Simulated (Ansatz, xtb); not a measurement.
Relative energy of two isomers of C5H6N2

We compare I, `CCC(C#N)C#N`, a singlet, with II, `N#CCCCC#N`, a singlet. Both are isolated molecules in the gas phase, relaxed with PBE-D3(BJ)/def2-SVP; the shapes shown needn't be the lowest conformers.

I (Å):

```xyz
13

C     1.0783   -0.7546   -0.1941
C     0.2130   -1.3299   -1.3105
C    -1.2500   -1.6399   -0.8698
C    -1.2942   -2.6634    0.1898
C    -1.9617   -0.4200   -0.4482
N    -1.2841   -3.4917    1.0163
N    -2.4942    0.5754   -0.1402
H     1.1557   -1.4586    0.6591
H     0.6623    0.2001    0.1867
H     2.1032   -0.5545   -0.5622
H     0.1506   -0.6282   -2.1674
H     0.6413   -2.2771   -1.6980
H    -1.8043   -2.0531   -1.7429
```

II (Å):

```xyz
13

C    -1.7045   -0.8400   -0.7055
C    -0.6805   -1.6695   -0.0690
C    -0.5622   -1.4040    1.4446
C    -0.1495    0.0426    1.7807
C     1.1676    0.3888    1.2448
N    -2.5284   -0.1481   -1.1685
N     2.2213    0.6191    0.7883
H     0.2927   -1.4754   -0.5705
H    -0.9243   -2.7368   -0.2518
H    -1.5326   -1.6137    1.9379
H     0.1795   -2.1119    1.8663
H    -0.8955    0.7595    1.3737
H    -0.1350    0.1900    2.8807
```

Problem. Which of the two would you expect CCSD(T)/def2-SVP + ΔMP2/def2-TZVPP electronic energies to favour?

Solution. Structure II; the calculation gives E(II) − E(I) = −25.6 kJ/mol.

The same difference at several levels:

```
                             level             geometry  E(II) − E(I) (kJ/mol)  departure from the last row (kJ/mol)  job, with rough time for the two
                          GFN2-xTB             GFN2-xTB                   −13.7                                 +11.9              optimisation, 0.12 s
                         HF/STO-3G             GFN2-xTB                   −18.8                                  +6.8              single point, 0.36 s
                r2SCAN-D4/def2-SVP             GFN2-xTB                   −30.2                                  −4.6               single point, 4.8 s
               PBE-D3(BJ)/def2-SVP  PBE-D3(BJ)/def2-SVP                   −28.0                                  −2.5                optimisation, 20 s
                       HF/def2-SVP  PBE-D3(BJ)/def2-SVP                   −32.0                                  −6.5           part of the CCSD(T) run
                      MP2/def2-SVP  PBE-D3(BJ)/def2-SVP                   −20.4                                  +5.2           part of the CCSD(T) run
                  CCSD(T)/def2-SVP  PBE-D3(BJ)/def2-SVP                   −21.6                                  +3.9                      single point
CCSD(T)/def2-SVP + ΔMP2/def2-TZVPP  PBE-D3(BJ)/def2-SVP                   −25.6                                                      single point, 77 s
```

As drawn, both hold the same kinds of bond in the same numbers. Structure I has 1 methyl group, II 0.

The levels shown agree on the order. The largest departure from CCSD(T)/def2-SVP + ΔMP2/def2-TZVPP is that of GFN2-xTB, 11.9 kJ/mol. The last row adds to CCSD(T) the change of the MP2 difference between the two basis sets, here −3.9 kJ/mol.

With thermal terms from frequencies at re-optimised GFN2-xTB minima (ideal gas, soft modes damped towards free rotors, one conformer each, 298.15 K, 1 atm): the zero-point term adds +0.4 kJ/mol; ΔH is −25.9 and ΔG −23.2 kJ/mol.

The correlated steps freeze 7 core orbitals. Codes used: Ansatz 0.2.0, xtb 6.7.1; the last row on 2 threads of Arm Neoverse V2 on a shared host.
